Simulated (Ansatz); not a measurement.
Correlation energies of C3H8BF (`CBC(C)F`) by basis set

Cartesian coordinates in Å:
```
C 0.312 -1.979 0.084
B -0.533 -0.687 0.195
C -0.215 0.620 -0.607
C 0.061 1.826 0.275
F 0.861 0.467 -1.492
H -0.248 -2.897 0.272
H 1.048 -1.909 0.903
H 0.888 -2.058 -0.839
H -1.465 -0.617 0.951
H -1.096 0.842 -1.232
H 0.928 1.653 0.916
H -0.801 2.034 0.912
H 0.261 2.706 -0.339
```

Total charge 0; spin multiplicity 1. The geometry is a stationary point of PBE0-D4/def2-TZVP. It is one conformer, not always the lowest. Frozen core, restricted reference, the Gaussian-basis code of Ansatz. CBS rows extrapolate triple and quadruple zeta; past MP2 they add the triple-zeta difference.

| basis | HF (Eh) | MP2 corr. | CCSD corr. | (T) | CCSD(T) total |
| --- | --- | --- | --- | --- | --- |
| def2-TZVPP | ? | ? | -0.92065 | ? | ? |
| def2-QZVPP | ? | -0.93590 | – | – | – |
| CBS(def2) | -242.48801 | -0.98332 | -1.03209 | as TZ | -243.55238 |

(1) Fill in the withheld values. (Best estimate.)

Results:

(1) Computed: def2-TZVPP HF (Eh): -242.47536; def2-TZVPP MP2 corr.: -0.87189; def2-TZVPP (T): -0.03228; def2-TZVPP CCSD(T) total: -243.42829; def2-QZVPP HF (Eh): -242.48648.
